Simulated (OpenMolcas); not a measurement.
Ho3+: moving the ligands

Ho3+ with 6 ligands (bromide) in trigonal prismatic coordination (D3h) at 2.81 Å, a polar angle of 48.1° against the regular 49.1°. A charge of +0.5 e stands 3.2 Å behind each ligand. Ligand basis ANO-RCC-VDZP.

```
Program             : OpenMolcas
Method              : CASSCF
Basis               : ANO-RCC-VDZP [7s6p4d2f1g]
Scalar Hamiltonian  : DKH2, point nucleus
Active space        : 10 electrons in 7 orbitals (4f)
State averaging     : 2S+1 = 5 even, 35 roots (30 in the spin-orbit step); 2S+1 = 3 even, 106 roots kept (CI in the orbitals of an earlier block); 2S+1 = 1 even, 31 roots kept (CI in the orbitals of an earlier block)
Spin-orbit coupling : state interaction with AMFI integrals over the reference wave functions
```

Runs around this geometry, states (labels of D3, the rotations of D3h). Energies in cm-1 above the lowest state or level, χT in cm3 K/mol.

```json
{"R (Å)": "2.68", "Ground state": "5E", "First state of that spin": "20.4", "First gap with spin-orbit (degeneracies)": "9.3 (2, 1)", "Width of lowest J": "155", "χT at 300 K": "13.873"}
{"R (Å)": "2.81", "Ground state": "5E", "First state of that spin": "5.7", "First gap with spin-orbit (degeneracies)": "4.8 (2, 2)", "Width of lowest J": "144", "χT at 300 K": "13.889"}
{"R (Å)": "2.89", "Ground state": "2S+1 = 5", "First state of that spin": "5E 0.7", "First gap with spin-orbit (degeneracies)": "0.3 (2, 2)", "Width of lowest J": "137", "χT at 300 K": "13.897"}
```

Taking the width of the lowest J multiplet as R^-n, n = -ln(137 / 155) / ln(2.89 / 2.68) = 1.6 between the shortest and longest distance.

High states are left out of the spin-orbit mixing, which shifts the levels that they would mix with. Without dynamic correlation the ligand-field splitting of an f shell can come out too small, at times by half. A group larger than the point group allows holds several states that coincide in this model. No measured value stands beside these numbers; the geometry was imposed, not optimised, and the real ion may take another.

A state without a sure symmetry label is named by its multiplicity alone.
